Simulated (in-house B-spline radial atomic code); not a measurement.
Computed with a B-spline radial atomic code. Model: two electrons, singlet ground state, non-relativistic, full CI in B-splines with partial waves to l = 8 (at full coupling up to 3e-4 hartree above the limit, correlation up to 0.6 % small), density held at that of full coupling by Lieb maximisation.

Along the adiabatic connection the electron repulsion is scaled by a coupling λ while a local potential keeps the density fixed. At λ = 0 the system is the Kohn-Sham one and W equals the exchange energy; the exchange-correlation energy is the area under W between 0 and 1. The kinetic energy rises with λ as the electrons avoid each other, with dT/dλ = −λ dW/dλ.

Command:
```bash
python run_ac.py task.json out
```
Settings (lengths in bohr, energies in hartree):
```
potential              coulomb
strength               4.25
lmax                   8
```

Run time, properties included: 6.4 s on 1 thread of Intel(R) Xeon(R) Processor @ 2.30GHz (shared host).

**W = mean repulsion less Hartree energy, and W of three functionals.**

Given: confinement point charge; nuclear charge 4.25; external potential -Z/r.

Computed: PBE exchange minus exact 42.303 millihartree; SCAN exchange minus exact -4.3414 millihartree.

```csv
coupling,W xc (hartree),W xc minus exchange (millihartree),kinetic minus Kohn-Sham (millihartree),LDA (PW92) W minus its exchange (millihartree),PBE W minus its exchange (millihartree),SCAN W minus its exchange (millihartree)
0,-2.4329,0,0,0,0,0
0.02,-2.4348,-1.876,0,-13.97,-1.86,-1.84
0.05,-2.4376,-4.677,0.1,-29.36,-4.66,-4.56
0.12,-2.4441,-11.152,0.7,-58.07,-11.26,-10.8
0.25,-2.4559,-22.955,2.8,-100.13,-23.51,-22.02
0.4,-2.4692,-36.227,7.2,-139.79,-37.5,-34.5
0.6,-2.4863,-53.369,15.7,-184.36,-55.79,-50.47
0.8,-2.5028,-69.908,27.3,-222.85,-73.56,-65.75
1,?,?,?,?,?,?
1.4,-2.5491,-116.19,78,-316.41,-123.67,-108.14
2,-2.591,-158.03,148.9,-390.11,-169.15,-146.21
3,-2.6524,-219.42,301.6,-487.55,-236.07,-202.09
4.5,-2.7288,-295.91,586.3,-598.51,-319.95,-272.31
7,?,?,?,?,?,?
10,-2.9113,-478.32,1854.9,-844.69,-526.58,-446.22
```

Q: What belongs in the row 1?

A: W xc (hartree): -2.5188; W xc minus exchange (millihartree): -85.873; kinetic minus Kohn-Sham (millihartree): 41.6; LDA (PW92) W minus its exchange (millihartree): -257.05; PBE W minus its exchange (millihartree): -90.8; SCAN W minus its exchange (millihartree): -80.42.

Q: What belongs in the row 7?

A: W xc (hartree): -2.8265; W xc minus exchange (millihartree): -393.55; kinetic minus Kohn-Sham (millihartree): 1141.3; LDA (PW92) W minus its exchange (millihartree): -731.63; PBE W minus its exchange (millihartree): -428.83; SCAN W minus its exchange (millihartree): -363.95.

Q: What is the LDA exchange minus exact?

A: 342.34 millihartree.

**Energy parts, natural occupations and partial-wave weights.**

Computed: total energy -15.5618 hartree; correlation energy -0.04423 hartree; kinetic part of the DFT correlation energy 0.041642 hartree; initial slope twice GL2 -0.094 hartree; kinetic part over minus potential part 0.48493; Hartree energy 4.8659 hartree; Lieb Oxford ratio E_xc over LDA exchange 1.1849.

| natural | occupation of the shell (electrons) |
| --- | --- |
| s | 1.9969 |
| p | ? |
| s | 0.0012081 |
| d | 8.8082e-05 |
| p | 6.2928e-05 |
| s | 2.641e-05 |

Q: What belongs in the row p?

A: occupation of the shell (electrons): 0.0017143.

```csv
wave,weight
s,0.99905
p,?
d,4.9471e-05
f,7.1841e-06
g,1.6973e-06
```

Q: What belongs in the row p?

A: weight: 0.0008918.

Q: What is the exchange energy?

A: -2.4329 hartree.

Q: What is the Kohn-Sham kinetic?

A: 15.52 hartree.

Half-way to full coupling W has made 52 % of its drop, against 50 % for a straight line, and second-order (GL2) theory, half the initial slope, overshoots the correlation energy by about 6 %: correlation is weak here. Over couplings 0 to 1 the errors in E_xc come to about +233 millihartree for LDA, +40 millihartree for PBE, -1.9 millihartree for SCAN, so SCAN is nearest. In LDA and PBE and SCAN the errors of exchange and correlation have opposite signs, so the sum is smaller than the larger of the two.
